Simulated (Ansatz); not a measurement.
**What each rung costs, and what it gives**

Saddle point of BSiH₇SO, singlet (SiH₄O ([OH][SiH3]) + BH₃S ([BH2][SH]) → BSiH₅O ([BH2][O][SiH3]) + H₂S; bonds formed: S2–H5; dative contacts that become bonds: B1–O6; bonds broken: B1–S2, H5–O6), PBE0-D4/def2-TZVP structure:

```xyz
11
angstrom
B -1.0584 0.2585 0.4560
S -1.2566 -1.6021 1.2130
H -1.3359 1.0816 1.2798
H -1.6658 0.2679 -0.5833
H 0.1280 -1.0938 0.6997
O 0.4572 0.0902 0.2542
Si 1.2479 0.4902 -1.1542
H -0.9688 -1.3038 2.4912
H 0.7068 -0.2981 -2.2909
H 1.0644 1.9383 -1.4149
H 2.6811 0.1712 -0.9505
```

Barriers are electronic and count from the start structure reached by relaxing down the imaginary mode.

Program: Ansatz 0.2.0. Basis: as named in each row. Cores are frozen in the correlated methods. B3LYP uses VWN-RPA correlation. Extrapolation: Hartree–Fock as exp(−7.88 √X), correlation as X^−2.97.

Times are rough, for one single point on 3 threads of a shared host (Intel Xeon).

The estimate by CCSD(T) at an estimated basis limit (MP2 extrapolated from triple and quadruple zeta, plus CCSD(T) − MP2 in triple zeta) is 0.640 eV.

| method | basis | time (s) | barrier (eV) | method less estimate |
| --- | --- | --- | --- | --- |
| HF | STO-3G | under 1 | 1.250 | 0.611 |
| PBE-D4 | STO-3G | under 1 | 0.003 | -0.637 |
| SPW92 | def2-SVP | under 1 | 0.221 | -0.419 |
| B3LYP-D4 | 6-31G | under 1 | 0.798 | 0.158 |
| PBE-D4 | def2-SVP | 1 | 0.338 | -0.301 |
| PBE0-D4 | def2-SVP | 1 | 0.479 | -0.161 |
| SPW92 | def2-TZVPP | 2 | 0.296 | -0.344 |
| PBE-D4 | def2-TZVPP | 2 | 0.405 | -0.235 |
| BLYP-D4 | def2-TZVPP | 2 | 0.467 | -0.173 |
| PBE0-D4 | def2-TZVPP | 3 | 0.532 | -0.108 |
| B3LYP-D4 | def2-TZVPP | 4 | 0.564 | -0.075 |
| BHLYP-D4 | def2-TZVPP | 4 | 0.722 | 0.083 |
| wB97M-V | def2-SVP | 4 | 0.564 | -0.076 |
| CCSD(T) | def2-SVP | 4 | 0.588 | -0.052 |
| r2SCAN-D4 | def2-TZVPP | 4 | 0.478 | -0.162 |
| CAM-B3LYP-D4 | def2-TZVPP | 4 | 0.604 | -0.035 |
| r2SCAN0-D4 | def2-TZVPP | 6 | 0.574 | -0.066 |
| RPA on PBE | def2-TZVPP | 6 | 0.580 | -0.060 |
| B97M-V | def2-TZVPP | 6 | 0.608 | -0.032 |
| B2PLYP | def2-TZVPP | 7 | 0.586 | -0.054 |
| PBE-QIDH | def2-TZVPP | 7 | 0.602 | -0.038 |
| wB97X-V | def2-TZVPP | 8 | 0.636 | -0.004 |
| wB97M-V | def2-TZVPP | 8 | 0.634 | -0.005 |
| MP2 | def2-QZVPP | 27 | 0.571 | -0.069 |
| CCSD(T) | def2-TZVPP | 60 | 0.634 | -0.006 |

All methods are single points on the PBE0-D4 structures.

No T1 diagnostic of these runs exceeds 0.013.

Labels in which every atom is bracketed show which atoms are joined, not bond orders.
